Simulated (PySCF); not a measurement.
## Simulated characterisation data

- coordinates at the GFN2-xTB level
- shieldings: GIAO PBE0/pcSseg-1
- code: PySCF
- no solvent, rapidly exchanging positions averaged, relativity neglected, single conformer

References, each an isolated molecule treated in the same way: $^{1}$H, $^{13}$C vs TMS. Splittings of carbon signals by F and P are missing where no couplings were computed. Where no couplings were computed, multiplicities follow the n + 1 count of equivalent neighbours, and m marks all less simple cases (inequivalent or close neighbours, rings, F or P nearby). Shifts are as computed. Against solution values, carbons near 30 ppm lie about +3 ppm off and those near 130 ppm about +5 ppm; carbons on Cl a further +6 ppm. Of 1211 compounds with measured shifts, 218 miss one by over three times the rms of a fit or turn the order of signals round; such compounds aren't used in these exercises. Carbons bonded to Cl come out too deshielded.

Compound 1 (C4H11O2PSi2). $^{1}$H NMR (400 MHz, computed): δ 8.11 (m, 1H), 6.57 (m, 1H), 6.47 (m, 1H), 6.20 (m, 1H), 4.83 (m, 1H), 4.12 (m, 1H), 1.05 (m, 2H), 0.52 (m, 3H). $^{13}$C{$^{1}$H} NMR (computed): δ 167.1 (CH), 143.9 (CH2), 140.1 (CH), 5.1 (CH3). Structure: `O([Si@]([SiH2]C=C)(C)P)C=O`.

Compound 2 (C4H4Cl2F2). $^{1}$H NMR (400 MHz, computed): δ 6.54 (d, 1H), 6.06 (m, 1H), 3.28 (m, 2H). $^{13}$C{$^{1}$H} NMR (computed): δ 142.5 (C), 138.9 (CH), 130.9 (CH), 44.1 (CH2). Structure: `FC(F)(Cl)C/C=C\Cl`.

Compound 3 (C7H16OSi). $^{1}$H NMR (400 MHz, computed): δ 4.28 (q, 1H), 3.81 (s, 3H), 3.49 (s, 3H), 1.94 (d, 3H), 1.43 (s, 6H). $^{13}$C{$^{1}$H} NMR (computed): δ 169.5, 96.2, 54.1, 33.1, 25.3, 14.2. Structure: `C/C=C(/OC)C(C)(C)[SiH3]`.
